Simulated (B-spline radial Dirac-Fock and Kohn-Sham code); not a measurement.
Successive ionisation energies of dysprosium: Dirac-Fock against NIST

These are calculated numbers from a radial B-spline solver; the model is ΔSCF Dirac-Fock with Breit, self-energy and vacuum polarisation, finite nucleus, configuration average. Each value is the difference of the configuration-average energies of two neighbouring ions in their tabulated ground configurations. No correlation. NIST's values refer to the lowest levels; many for high charge states are themselves semi-empirical or theoretical. Where a p, d or f shell is open in either ion the computed value averages over both j values and all terms, while the table refers to the lowest levels; that difference holds spin-orbit splitting (largest in heavy or highly charged ions), term energies where several electrons share open shells, and correlation, and it can reach 10 % or more.

```tsv
ion	configuration	computed (eV)	NIST (eV)	kind	NIST − computed (eV)
Dy²⁵⁺	[Kr] 4d5	874.8	872 ± 4	theoretical	-2.79
Dy²⁶⁺	[Kr] 4d4	918.3	924 ± 4	theoretical	+5.73
Dy²⁷⁺	[Kr] 4d3	962.4	969 ± 4	theoretical	+6.60
Dy²⁸⁺	[Kr] 4d2	1007.2	1014 ± 4	theoretical	+6.83
Dy²⁹⁺	[Kr] 4d1	1052.6	1059 ± 4	theoretical	+6.43
Dy³⁰⁺	[Ar] 3d10 4s2 4p6	1248.1	1232 ± 4	theoretical	-16.13
Dy³¹⁺	[Ar] 3d10 4s2 4p5	1294.3	1275 ± 4	theoretical	-19.29
Dy³²⁺	[Ar] 3d10 4s2 4p4	1340.9	1325 ± 4	theoretical	-15.92
Dy³³⁺	[Ar] 3d10 4s2 4p3	1388.0	1371 ± 5	theoretical	-17.02
Dy³⁴⁺	[Ar] 3d10 4s2 4p2	1435.6	1468 ± 5	theoretical	+32.41
Dy³⁵⁺	[Ar] 3d10 4s2 4p1	1483.6	1520 ± 5	theoretical	+36.37
Dy³⁶⁺	[Ar] 3d10 4s2	1638.0	1638 ± 5	theoretical	0.00
Dy³⁷⁺	[Ar] 3d10 4s1	1690.0	1691.7 ± 0.3	semi-empirical	+1.67
Dy³⁸⁺	[Ar] 3d10	2898.0	2882 ± 4	theoretical	-16.05
```

Problem. Where in this range is the largest relative jump, and why?

Solution. From Dy³⁷⁺ (1690.0 eV) to Dy³⁸⁺ (2898.0 eV), a factor of 1.71. The configuration goes from [Ar] 3d10 4s1 to [Ar] 3d10, so the next electron comes out of a deeper subshell.
